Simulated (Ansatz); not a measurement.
Species: H$_{2}$BI, SMILES `BI` (charge 0, multiplicity 1), formula H₂BI.

Q: How many basis functions does frozen-core CCSD(T)/def2-TZVPP // PBE0-D3(BJ)/def2-TZVP (Ansatz, a first-principles code) use, how many core orbitals are frozen, and how many electrons are correlated?

A: 109 basis functions and 5 frozen orbitals, which leaves 22 correlated electrons (filled d shells below the valence shell are correlated). Core time is of the order of seconds.
